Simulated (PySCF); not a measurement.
# Nuclear quadrupole coupling in `CO[C@@](C)(F)OC=O`

C4H7FO3.
SMILES with atom numbers: `[CH3:1][O:2][C@@:3]([CH3:4])([F:5])[O:6][CH:7]=[O:8]` (hydrogens: H9, H10, H11 on C1; H12, H13, H14 on C4; H15 on C7)

Geometry (GFN2-xTB, Å), atoms numbered from 1 in this order:
```
atom  x, y, z in Å
C1     2.071   -0.061   -0.888
O2     1.309   -0.332    0.288
C3     0.047    0.154    0.320
C4    -0.582   -0.172    1.663
F5     0.069    1.530    0.149
O6    -0.676   -0.354   -0.799
C7    -1.963   -0.059   -0.979
O8    -2.675    0.583   -0.277
H9     2.147    1.015   -1.056
H10    3.055   -0.479   -0.692
H11    1.624   -0.543   -1.759
H12   -0.713   -1.247    1.740
H13   -1.538    0.335    1.752
H14    0.095    0.169    2.441
H15   -2.274   -0.531   -1.926
```

Field gradients from the B3LYP/pcJ-1 density (PySCF, non-relativistic), principal values in atomic units, ordered |Vxx| ≤ |Vyy| ≤ |Vzz|:

| atom | Vxx | Vyy | Vzz |
| --- | --- | --- | --- |
| O2 | -0.1708 | -1.7938 | 1.9646 |
| O6 | -0.5782 | -1.0744 | 1.6526 |
| O8 | 0.5518 | 1.0959 | -1.6477 |

Q: Find the asymmetry η = (Vxx − Vyy)/Vzz and the couplings χ = eQV/h (234.96 MHz × Q in barn × V in au), with Q(17O) = −0.0256 b.

A: 
| atom | environment | nucleus | η | χzz (MHz) | χxx (MHz) | χyy (MHz) |
| --- | --- | --- | --- | --- | --- | --- |
| O2 | ether oxygen | 17O | 0.83 | -11.82 | 1.03 | 10.79 |
| O6 | ester single-bonded oxygen | 17O | 0.30 | -9.94 | 3.48 | 6.46 |
| O8 | ester carbonyl oxygen | 17O | 0.33 | 9.91 | -3.32 | -6.59 |

Q: What is Vzz at O6 in SI units (1 au = 9.71736 × 10²¹ V/m²)?

A: 1.6526 au = 16.059 × 10²¹ V/m².

Were the hydrogens deuterons (Q(2H) = 0.00286 b), χzz would run from 179 kHz (H15) to 204 kHz (H12 and H14).

Isolated species at its GFN2-xTB geometry (one conformer only). GFN2-xTB bond lengths can be off by several hundredths of an ångström, more for odd bonds, and the gradients follow them. The small basis limits the accuracy of the gradients.
